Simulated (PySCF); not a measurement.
Vertical excitations of a molecule C3H6F2O from TDA-LC-ωPBE/def2-SVPD (PySCF), as energy in eV (oscillator strength): 8.98 (0.006), 9.68 (0.027), 10.13 (0.012), 10.27 (0.015), 10.56 (0.040), 10.66 (0.016), 10.92 (0.054), 10.96 (0.039), 11.13 (0.016), 11.21 (0.028). Lowest triplet (TDA): 8.75 eV. Geometry optimised at PBE0-D3(BJ)/def2-SVP. The values are those of a single conformer.

Problem. Identify the compound among the candidates.
A) CC(F)(F)CO
B) COC(C)(F)F
C) OCCC(F)F
D) COCC(F)F

Solution. B, COC(C)(F)F
